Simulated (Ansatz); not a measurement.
Ansatz (a quantum-chemistry and plane-wave program) input for C₃H₁₀ClNSi, SMILES C[C@@H](N)[Si@H](C)Cl, PBE0-D3(BJ)/def2-SVP. 

Ansatz 0.2 input:
```yaml
crystal:
  periodic: [false, false, false]
  atoms:
    - {symbol: C, position_ang: [-1.62375225, -1.47597177, -1.33876301]}
    - {symbol: C, position_ang: [-1.25065222, -0.48202333, -0.23564547]}
    - {symbol: N, position_ang: [-1.27305433, -1.06583246, 1.10280977]}
    - {symbol: Si, position_ang: [0.48361433, 0.30764176, -0.47627385]}
    - {symbol: C, position_ang: [1.84939882, -0.96161896, -0.11031286]}
    - {symbol: Cl, position_ang: [0.66713493, 1.85917341, 0.79908342]}
    - {symbol: H, position_ang: [-1.62548196, -0.98471598, -2.30810156]}
    - {symbol: H, position_ang: [-2.61529119, -1.89352471, -1.16154174]}
    - {symbol: H, position_ang: [-0.90862339, -2.29656396, -1.37081992]}
    - {symbol: H, position_ang: [-2.00110952, 0.31663849, -0.23360826]}
    - {symbol: H, position_ang: [-0.70231558, -1.90409788, 1.12401537]}
    - {symbol: H, position_ang: [-2.21590877, -1.33276127, 1.36731526]}
    - {symbol: H, position_ang: [0.61010069, 0.82039516, -1.84599654]}
    - {symbol: H, position_ang: [2.83199618, -0.52655479, -0.26758474]}
    - {symbol: H, position_ang: [1.77105259, -1.83319630, -0.75324171]}
    - {symbol: H, position_ang: [1.80510067, -1.30003989, 0.92163937]}
basis:
  gaussian:
    orbitals: def2-SVP
hamiltonian:
  xc: pbe0
  dispersion: d3bj
relax: {f_tol: 0.002, max_steps: 200}
```

It prints:

```
WARN ansatz: RAYON_NUM_THREADS=2 ignored (pool sized by the plan → 2); use --threads N
Functional definition: PBE0
integrals: 0.13 GiB planned
1548 factors; integrals over basis functions are off by at most 5.0e-4 eV
mean field: 0.91 GiB planned
mean field evaluation 1: about -25133.0926 eV, gradient 6.5e1 eV
mean field evaluation 2: about -25128.8947 eV, gradient 7.6e1 eV
mean field evaluation 4: about -25143.1004 eV, gradient 2.7e0 eV
mean field evaluation 8: about -25143.1410 eV, gradient 9.9e-2 eV
mean field evaluation 16: about -25143.1410 eV, gradient 3.2e-5 eV
mean field -25143.14104854 eV, -923.9933909008 hartree, gradient 3.2e-5 eV, S^2 0.000000; 0 other end points of the search recorded, 0 dependent functions left out
the calculation of the forces begins
reference -25143.14107873 eV, -923.9933920104 hartree; 33, 33 occupied and 109, 109 virtual orbitals, 1548 factors
relax step   1: F+E_penalty+E_count = -25143.51312861 eV  Δ(F+E_penalty+E_count) = +0.000e0 eV  max|allowed force component| = 1.536e0 eV/Å  Δτ_max = 0.0000 Å  (27 SCF iters, accepted)
these checks for a lower state are left out or cut short: starts, cluster_reference, orbital_swaps, neighbouring_geometries, increment
integrals: 0.13 GiB planned
1548 factors; integrals over basis functions are off by at most 5.3e-4 eV
mean field: 0.91 GiB planned
mean field -25143.23479284 eV, -923.9968359401 hartree, gradient 8.7e-5 eV, S^2 0.000000; 0 other end points of the search recorded, 0 dependent functions left out
the calculation of the forces begins
reference -25143.23482301 eV, -923.9968370491 hartree; 33, 33 occupied and 109, 109 virtual orbitals, 1548 factors
relax step   2: F+E_penalty+E_count = -25143.60579178 eV  Δ(F+E_penalty+E_count) = -9.266e-2 eV  max|allowed force component| = 3.996e-1 eV/Å  Δτ_max = 0.0579 Å  (26 SCF iters, accepted)
these checks for a lower state are left out or cut short: starts, cluster_reference, orbital_swaps, neighbouring_geometries, increment
integrals: 0.13 GiB planned
1548 factors; integrals over basis functions are off by at most 5.2e-4 eV
mean field: 0.91 GiB planned
mean field -25143.24297733 eV, -923.9971367145 hartree, gradient 8.4e-5 eV, S^2 0.000000; 0 other end points of the search recorded, 0 dependent functions left out
the calculation of the forces begins
reference -25143.24300757 eV, -923.9971378260 hartree; 33, 33 occupied and 109, 109 virtual orbitals, 1548 factors
relax step   3: F+E_penalty+E_count = -25143.61421911 eV  Δ(F+E_penalty+E_count) = -8.427e-3 eV  max|allowed force component| = 7.751e-2 eV/Å  Δτ_max = 0.0278 Å  (26 SCF iters, accepted)
these checks for a lower state are left out or cut short: starts, cluster_reference, orbital_swaps, neighbouring_geometries, increment
integrals: 0.13 GiB planned
1548 factors; integrals over basis functions are off by at most 5.3e-4 eV
mean field: 0.91 GiB planned
mean field evaluation 32: about -25143.2444 eV, gradient 7.4e-6 eV
mean field -25143.24442419 eV, -923.9971898858 hartree, gradient 7.2e-6 eV, S^2 0.000000; 0 other end points of the search recorded, 0 dependent functions left out
the calculation of the forces begins
reference -25143.24445442 eV, -923.9971909969 hartree; 33, 33 occupied and 109, 109 virtual orbitals, 1548 factors
relax step   4: F+E_penalty+E_count = -25143.61564467 eV  Δ(F+E_penalty+E_count) = -1.426e-3 eV  max|allowed force component| = 3.931e-2 eV/Å  Δτ_max = 0.0157 Å  (23 SCF iters, accepted)
these checks for a lower state are left out or cut short: starts, cluster_reference, orbital_swaps, neighbouring_geometries, increment
integrals: 0.13 GiB planned
1548 factors; integrals over basis functions are off by at most 5.4e-4 eV
mean field: 0.91 GiB planned
mean field -25143.24545942 eV, -923.9972279300 hartree, gradient 8.6e-5 eV, S^2 0.000000; 0 other end points of the search recorded, 0 dependent functions left out
the calculation of the forces begins
reference -25143.24548967 eV, -923.9972290414 hartree; 33, 33 occupied and 109, 109 virtual orbitals, 1548 factors
relax step   5: F+E_penalty+E_count = -25143.61641535 eV  Δ(F+E_penalty+E_count) = -7.707e-4 eV  max|allowed force component| = 3.470e-2 eV/Å  Δτ_max = 0.0215 Å  (26 SCF iters, accepted)
these checks for a lower state are left out or cut short: starts, cluster_reference, orbital_swaps, neighbouring_geometries, increment
integrals: 0.13 GiB planned
1548 factors; integrals over basis functions are off by at most 5.5e-4 eV
mean field: 0.91 GiB planned
mean field -25143.24651207 eV, -923.9972666138 hartree, gradient 8.9e-5 eV, S^2 0.000000; 0 other end points of the search recorded, 0 dependent functions left out
the calculation of the forces begins
reference -25143.24654234 eV, -923.9972677262 hartree; 33, 33 occupied and 109, 109 virtual orbitals, 1548 factors
relax step   6: F+E_penalty+E_count = -25143.61715118 eV  Δ(F+E_penalty+E_count) = -7.358e-4 eV  max|allowed force component| = 2.398e-2 eV/Å  Δτ_max = 0.0380 Å  (25 SCF iters, accepted)
these checks for a lower state are left out or cut short: starts, cluster_reference, orbital_swaps, neighbouring_geometries, increment
integrals: 0.13 GiB planned
1548 factors; integrals over basis functions are off by at most 5.6e-4 eV
mean field: 0.91 GiB planned
mean field -25143.24726329 eV, -923.9972942207 hartree, gradient 6.0e-6 eV, S^2 0.000000; 0 other end points of the search recorded, 0 dependent functions left out
the calculation of the forces begins
reference -25143.24729360 eV, -923.9972953348 hartree; 33, 33 occupied and 109, 109 virtual orbitals, 1548 factors
relax step   7: F+E_penalty+E_count = -25143.61739200 eV  Δ(F+E_penalty+E_count) = -2.408e-4 eV  max|allowed force component| = 2.941e-2 eV/Å  Δτ_max = 0.0425 Å  (27 SCF iters, accepted)
these checks for a lower state are left out or cut short: starts, cluster_reference, orbital_swaps, neighbouring_geometries, increment
integrals: 0.13 GiB planned
1548 factors; integrals over basis functions are off by at most 5.6e-4 eV
mean field: 0.91 GiB planned
mean field -25143.24719501 eV, -923.9972917116 hartree, gradient 1.3e-5 eV, S^2 0.000000; 0 other end points of the search recorded, 0 dependent functions left out
the calculation of the forces begins
reference -25143.24722532 eV, -923.9972928255 hartree; 33, 33 occupied and 109, 109 virtual orbitals, 1548 factors
relax step   8: F+E_penalty+E_count = -25143.61757816 eV  Δ(F+E_penalty+E_count) = -1.862e-4 eV  max|allowed force component| = 1.541e-2 eV/Å  Δτ_max = 0.0100 Å  (22 SCF iters, accepted)
these checks for a lower state are left out or cut short: starts, cluster_reference, orbital_swaps, neighbouring_geometries, increment
integrals: 0.13 GiB planned
1548 factors; integrals over basis functions are off by at most 5.6e-4 eV
mean field: 0.91 GiB planned
mean field -25143.24713527 eV, -923.9972895162 hartree, gradient 6.7e-6 eV, S^2 0.000000; 0 other end points of the search recorded, 0 dependent functions left out
the calculation of the forces begins
reference -25143.24716558 eV, -923.9972906301 hartree; 33, 33 occupied and 109, 109 virtual orbitals, 1548 factors
relax step   9: F+E_penalty+E_count = -25143.61761441 eV  Δ(F+E_penalty+E_count) = -3.625e-5 eV  max|allowed force component| = 9.434e-3 eV/Å  Δτ_max = 0.0037 Å  (23 SCF iters, accepted)
these checks for a lower state are left out or cut short: starts, cluster_reference, orbital_swaps, neighbouring_geometries, increment
integrals: 0.13 GiB planned
1548 factors; integrals over basis functions are off by at most 5.6e-4 eV
mean field: 0.91 GiB planned
mean field evaluation 64: about -25143.2470 eV, gradient 2.0e-1 eV
mean field -25143.24714278 eV, -923.9972897922 hartree, gradient 8.5e-6 eV, S^2 0.000000; 0 other end points of the search recorded, 0 dependent functions left out
the calculation of the forces begins
reference -25143.24717309 eV, -923.9972909061 hartree; 33, 33 occupied and 109, 109 virtual orbitals, 1548 factors
relax step  10: F+E_penalty+E_count = -25143.61762596 eV  Δ(F+E_penalty+E_count) = -1.155e-5 eV  max|allowed force component| = 1.575e-2 eV/Å  Δτ_max = 0.0039 Å  (22 SCF iters, accepted)
these checks for a lower state are left out or cut short: starts, cluster_reference, orbital_swaps, neighbouring_geometries, increment
integrals: 0.13 GiB planned
1548 factors; integrals over basis functions are off by at most 5.6e-4 eV
mean field: 0.91 GiB planned
mean field -25143.24715373 eV, -923.9972901946 hartree, gradient 3.3e-5 eV, S^2 0.000000; 0 other end points of the search recorded, 0 dependent functions left out
the calculation of the forces begins
reference -25143.24718405 eV, -923.9972913086 hartree; 33, 33 occupied and 109, 109 virtual orbitals, 1548 factors
relax step  11: F+E_penalty+E_count = -25143.61763272 eV  Δ(F+E_penalty+E_count) = -6.762e-6 eV  max|allowed force component| = 8.547e-4 eV/Å  Δτ_max = 0.0012 Å  (20 SCF iters, accepted)
integrals: 0.13 GiB planned
1548 factors; integrals over basis functions are off by at most 5.6e-4 eV
mean field: 0.91 GiB planned
mean field -25143.24715373 eV, -923.9972901946 hartree, gradient 3.3e-5 eV, S^2 0.000000; 1 other end points of the search recorded, 0 dependent functions left out
the calculation of the forces begins
reference -25143.24718405 eV, -923.9972913086 hartree; 33, 33 occupied and 109, 109 virtual orbitals, 1548 factors
Total energy: -25143.61766303 eV, -924.0109061603 hartree
Atom 0 at    -1.664125    -1.434539    -1.360848 Å, force     0.000451    -0.000472     0.000471 eV/Å
Atom 1 at    -1.227588    -0.519277    -0.216689 Å, force     0.000002     0.000720    -0.000619 eV/Å
Atom 2 at    -1.220555    -1.132025     1.104246 Å, force    -0.000855    -0.000423     0.000151 eV/Å
Atom 3 at     0.481446     0.252530    -0.497619 Å, force    -0.000283     0.000242    -0.000347 eV/Å
Atom 4 at     1.850399    -0.939140    -0.054741 Å, force     0.000026    -0.000061    -0.000040 eV/Å
Atom 5 at     0.665346     1.945027     0.696243 Å, force     0.000119     0.000362     0.000254 eV/Å
Atom 6 at    -1.702694    -0.903536    -2.325433 Å, force     0.000049     0.000151     0.000313 eV/Å
Atom 7 at    -2.667470    -1.850153    -1.166577 Å, force    -0.000205     0.000212     0.000049 eV/Å
Atom 8 at    -0.974604    -2.288069    -1.479093 Å, force    -0.000090    -0.000123    -0.000363 eV/Å
Atom 9 at    -1.913676     0.345987    -0.174450 Å, force     0.000097    -0.000064    -0.000048 eV/Å
Atom 10 at    -0.673728    -1.991606     1.094683 Å, force    -0.000082    -0.000446     0.000232 eV/Å
Atom 11 at    -2.162810    -1.396941     1.387893 Å, force     0.000816    -0.000075     0.000112 eV/Å
Atom 12 at     0.611188     0.711262    -1.914065 Å, force     0.000262     0.000158    -0.000572 eV/Å
Atom 13 at     2.836555    -0.472471    -0.195159 Å, force    -0.000248     0.000102    -0.000053 eV/Å
Atom 14 at     1.804439    -1.841320    -0.685955 Å, force     0.000013    -0.000107     0.000102 eV/Å
Atom 15 at     1.760086    -1.238784     1.000540 Å, force    -0.000073    -0.000177     0.000357 eV/Å
Dipole moment:    -0.186757    -0.594444    -0.217882 e Å
```

Self-consistency was reached.
